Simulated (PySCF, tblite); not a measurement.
Species: C5H9FS3Si.
Geometry (GFN2-xTB, Å), atoms numbered from 1 in this order:
```
atom  x, y, z in Å
C1    -3.1835   -0.7848    0.9020
C2    -2.2428   -0.4758   -0.2142
C3    -2.4062    0.5732   -1.0043
F4    -1.5807    0.8642   -2.0318
S5    -0.9334   -1.6624   -0.3981
Si6    0.7302   -0.4548   -1.0237
S7     2.5834   -1.4299   -0.5448
C8     3.1014   -0.2135    0.7163
C9     2.7108    1.1901    0.3203
S10    0.9021    1.3353    0.1405
H11   -3.5728   -1.7946    0.7864
H12   -2.6519   -0.7417    1.8510
H13   -4.0089   -0.0787    0.9212
H14   -3.1995    1.2976   -0.9046
H15    0.7476   -0.1942   -2.4498
H16    4.1841   -0.3029    0.7971
H17    2.6433   -0.4965    1.6641
H18    2.9990    1.9035    1.0920
H19    3.1682    1.4753   -0.6270
```

Level of theory: PBE0/pcSseg-1 in PySCF (dipole) on a GFN2-xTB geometry, gas phase.

Take the most abundant isotopes and a rigid rotor. The values belong to one conformer with, in the numbering `[CH3:1]/[C:2](=[CH:3]/[F:4])[S:5][SiH:6]1[S:7][CH2:8][CH2:9][S:10]1`, C1–C2–S5–Si6 -145°, C2–S5–Si6–S7 156°, S5–Si6–S7–C8 -113°, Si6–S7–C8–C9 -37°, S7–C8–C9–S10 61°, C8–C9–S10–Si6 -47°.

(1) What are A, B and C (cm⁻¹)?

(2) What kind of rotor is it?

(3) What does the inertial defect say?

(4) Give the other two planar moments, Paa and Pbb, and the rms extents of the mass along the axes.

(5) Which lines would a microwave search look for?

(6) Estimate the classical rotational partition function at 25 K, 298.15 K and 500 K.

## Answers

(1) Ia = 395.52, Ib = 1003.55, Ic = 1133.82 u·Å²; 505379 MHz·u·Å²/I gives 1278, 503.6 and 445.7 MHz, that is A = 0.04262, B = 0.01680, C = 0.01487 cm⁻¹.

(2) An asymmetric top; Ray's κ = -0.861.

(3) Not planar: Δ = Ic − Ia − Ib = -265.25 u·Å². For a rigid frame Δ = −2 Σ m c², so Σ m c² = 132.63 u·Å² lies off the ab plane: 21.51 from hydrogen and 111.12 from heavier atoms. The atom farthest from that plane is 2.47 Å away.

(4) Paa = Σ m a² = (Ib + Ic − Ia)/2 = 870.92 and Pbb = Σ m b² = (Ia + Ic − Ib)/2 = 262.89 u·Å². With the mass M = 211.96 u, the rms extents √(P/M) along a, b and c are 2.03, 1.11, 0.79 Å.

(5) The dipole components are |μa| = 0.26 D, |μb| = 1.47 D, |μc| = 1.88 D. Intensities carry the squares of the components, which stand as 0.02 : 0.61 : 1.00 (a : b : c). Some lines, for components of 0.1 D or more:

```json
{"type": "c", "branch": "Q", "J(Ka,Kc)": "2(1,2) ← 2(0,2)", "MHz": "719", "lower level (cm⁻¹)": "0.095"}
{"type": "c", "branch": "Q", "J(Ka,Kc)": "1(1,1) ← 1(0,1)", "MHz": "774", "lower level (cm⁻¹)": "0.032"}
{"type": "b", "branch": "Q", "J(Ka,Kc)": "1(1,0) ← 1(0,1)", "MHz": "832", "lower level (cm⁻¹)": "0.032"}
{"type": "b", "branch": "Q", "J(Ka,Kc)": "2(1,1) ← 2(0,2)", "MHz": "893", "lower level (cm⁻¹)": "0.095"}
{"type": "a", "branch": "R", "J(Ka,Kc)": "1(0,1) ← 0(0,0)", "MHz": "949", "lower level (cm⁻¹)": "0.000"}
{"type": "b", "branch": "R", "J(Ka,Kc)": "2(0,2) ← 1(1,1)", "MHz": "1121", "lower level (cm⁻¹)": "0.057"}
{"type": "b", "branch": "R", "J(Ka,Kc)": "1(1,1) ← 0(0,0)", "MHz": "1723", "lower level (cm⁻¹)": "0.000"}
{"type": "c", "branch": "R", "J(Ka,Kc)": "1(1,0) ← 0(0,0)", "MHz": "1781", "lower level (cm⁻¹)": "0.000"}
{"type": "a", "branch": "R", "J(Ka,Kc)": "2(1,2) ← 1(1,1)", "MHz": "1841", "lower level (cm⁻¹)": "0.057"}
{"type": "a", "branch": "R", "J(Ka,Kc)": "2(0,2) ← 1(0,1)", "MHz": "1896", "lower level (cm⁻¹)": "0.032"}
{"type": "a", "branch": "R", "J(Ka,Kc)": "2(1,1) ← 1(1,0)", "MHz": "1957", "lower level (cm⁻¹)": "0.059"}
{"type": "c", "branch": "Q", "J(Ka,Kc)": "2(2,1) ← 2(1,1)", "MHz": "2322", "lower level (cm⁻¹)": "0.125"}
{"type": "b", "branch": "Q", "J(Ka,Kc)": "2(2,0) ← 2(1,1)", "MHz": "2326", "lower level (cm⁻¹)": "0.125"}
{"type": "b", "branch": "Q", "J(Ka,Kc)": "2(2,1) ← 2(1,2)", "MHz": "2496", "lower level (cm⁻¹)": "0.119"}
{"type": "b", "branch": "R", "J(Ka,Kc)": "2(1,2) ← 1(0,1)", "MHz": "2615", "lower level (cm⁻¹)": "0.032"}
{"type": "c", "branch": "R", "J(Ka,Kc)": "2(1,1) ← 1(0,1)", "MHz": "2789", "lower level (cm⁻¹)": "0.032"}
{"type": "b", "branch": "R", "J(Ka,Kc)": "2(2,1) ← 1(1,0)", "MHz": "4279", "lower level (cm⁻¹)": "0.059"}
{"type": "c", "branch": "R", "J(Ka,Kc)": "2(2,0) ← 1(1,0)", "MHz": "4282", "lower level (cm⁻¹)": "0.059"}
{"type": "c", "branch": "R", "J(Ka,Kc)": "2(2,1) ← 1(1,1)", "MHz": "4337", "lower level (cm⁻¹)": "0.057"}
{"type": "b", "branch": "R", "J(Ka,Kc)": "2(2,0) ← 1(1,1)", "MHz": "4340", "lower level (cm⁻¹)": "0.057"}
```

(6) Point group C1, symmetry number σ = 1; q = (√π/σ)·√((kT/h)³/(ABC)), k/h = 20836.6 MHz/K: 39300 at 25 K, 1620000 at 298.15 K, 3520000 at 500 K.

Its GFN2-xTB frequencies are all real (lowest 27 cm⁻¹). These are rigid-rotor constants of the computed structure; measured ground-state constants (B0) also hold zero-point vibration. A rigid rotor knows nothing of internal rotation, which can split or shift real lines.
